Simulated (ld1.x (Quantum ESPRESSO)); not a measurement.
# An all-electron radial function and its pseudo partner (lithium)

Columns: radius, all-electron u(r) and pseudo u(r) of the 2p shell (level -4.75 eV) of lithium in the configuration 1s2 2s0 2p0; PBE, scalar-relativistic, TM scheme, ld1.x (Quantum ESPRESSO) 7.5.

```csv
r (bohr),all-electron,pseudo
0.217,0.0319,0.0139
0.435,0.0982,0.0544
0.652,0.1744,0.1162
0.870,0.2503,0.1928
1.088,0.3200,0.2752
1.305,0.3803,0.3542
1.522,0.4296,0.4227
1.740,0.4674,0.4761
1.957,0.4939,0.5120
2.175,0.5104,0.5316
2.392,0.5182,0.5376
2.610,0.5190,0.5337
2.827,0.5140,0.5234
3.045,0.5045,0.5093
3.262,0.4914,0.4933
3.480,0.4755,0.4760
3.697,0.4576,0.4577
3.915,0.4382,0.4382
4.132,0.4179,0.4179
4.350,0.3970,0.3970
4.567,0.3759,0.3759
4.785,0.3547,0.3547
5.002,0.3338,0.3338
5.220,0.3133,0.3133
5.437,0.2933,0.2933
5.655,0.2740,0.2740
```

Task: How many radial nodes do the two functions have?

Result: The all-electron 2p function has n − l − 1 = 0; the pseudo-wave has 0.

Task: At about which radius was the pseudo-wave matched?

Result: 4.05 bohr. The columns agree to 0.0005 from 3.70 bohr on; several derivatives are matched, so the curves merge somewhat inside the radius.

Task: Is the pseudo-wave norm-conserving?

Result: Yes: the TM scheme keeps the norm inside the radius equal to the all-electron one, which fixes the energy derivative of the logarithmic derivative at the level.
